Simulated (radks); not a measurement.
Results of a calculation; reference values are marked as such.
All-electron atom: the erbium ion Er42+ in [Ar] 3d8 (the NIST ground configuration). Code: a radial shooting solver on a logarithmic mesh with Libxc functionals. Model: Dirac Kohn-Sham, exchange-only PBE, spin-unpolarised, spherical densities, finite nucleus; open shells fill j = l - 1/2 first; Fermi nuclear charge, rms radius 5.2516 fm. Some entries of the table are withheld. Estimate them.

orbital,occ.,eigenvalue (hartree),<1/r> (bohr^-1)
1s1/2,2,-2184.020,77.55
2s1/2,2,-430.1393,18.71
2p1/2,2,-413.8619,18.68
2p3/2,4,-379.9265,16.21
3s1/2,2,-149.8333,7.074
3p1/2,2,(1),6.995
3p3/2,4,(2),6.363
3d3/2,4,(3),(4)
3d5/2,4,(5),(6)
4s1/2,0,-74.45611,3.517
4p1/2,0,-71.53362,3.461
4p3/2,0,-68.88612,3.243

Answer. 
(1) 3p1/2 eigenvalue (hartree): -142.9473
(2) 3p3/2 eigenvalue (hartree): -135.2723
(3) 3d3/2 eigenvalue (hartree): -123.9984
(4) 3d3/2 <1/r> (bohr^-1): 6.243
(5) 3d5/2 eigenvalue (hartree): -122.2689
(6) 3d5/2 <1/r> (bohr^-1): 6.088
